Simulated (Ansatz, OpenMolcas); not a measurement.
# A ladder of methods for AlNH3OF (SMILES [NH2][Al]([OH])[F])

AlNH3OF has 7 atoms, charge 0, and is taken as a singlet. SMILES: `[NH2][Al]([OH])[F]`. Geometry: relaxed at PBE0-D4/def2-TZVP. This is one conformer, not always the lowest.

Each level gives the vertical ionisation energy (to the doublet cation) (eV). The values are calculated.

```json
{"level": "HF/cc-pVDZ", "kind": "Hartree–Fock", "program": "Ansatz", "value (eV)": "8.95", "less CCSD(T)/cc-pVDZ": "-1.00", "CPU time (all runs)": "5.1 s"}
{"level": "SVWN5/cc-pVDZ", "kind": "LDA", "program": "OpenMolcas", "value (eV)": "10.07", "less CCSD(T)/cc-pVDZ": "+0.12", "CPU time (all runs)": "76 s"}
{"level": "PBE/cc-pVDZ", "kind": "GGA", "program": "OpenMolcas", "value (eV)": "9.81", "less CCSD(T)/cc-pVDZ": "-0.14", "CPU time (all runs)": "1.9 min"}
{"level": "B3LYP/cc-pVDZ", "kind": "global hybrid", "program": "OpenMolcas", "value (eV)": "10.09", "less CCSD(T)/cc-pVDZ": "+0.14", "CPU time (all runs)": "2 min"}
{"level": "wB97M-V/cc-pVDZ", "kind": "range-separated hybrid", "program": "Ansatz", "value (eV)": "10.24", "less CCSD(T)/cc-pVDZ": "+0.29", "CPU time (all runs)": "2.9 min"}
{"level": "PBE-QIDH/cc-pVDZ", "kind": "double hybrid", "program": "Ansatz", "value (eV)": "10.18", "less CCSD(T)/cc-pVDZ": "+0.23", "CPU time (all runs)": "20 s"}
{"level": "RPA@PBE/cc-pVDZ", "kind": "RPA", "program": "Ansatz", "value (eV)": "9.70", "less CCSD(T)/cc-pVDZ": "-0.25", "CPU time (all runs)": "35 s"}
{"level": "MP2/cc-pVDZ", "kind": "perturbation theory", "program": "Ansatz", "value (eV)": "10.07", "less CCSD(T)/cc-pVDZ": "+0.12", "CPU time (all runs)": "7.2 s"}
{"level": "CCSD(T)/cc-pVDZ, open shells restricted", "kind": "coupled cluster or CI", "program": "OpenMolcas", "value (eV)": "9.95", "less CCSD(T)/cc-pVDZ": "0.00", "CPU time (all runs)": "1.8 min"}
```

Differences are taken from CCSD(T)/cc-pVDZ, open shells restricted for orientation; it has basis-set and higher-order errors of its own. The values span 8.95 to 10.24 eV. The second state's dipole differs much between rows, so they may not all be the same state. CPU times are rough (shared hosts, several kinds of processor and program).
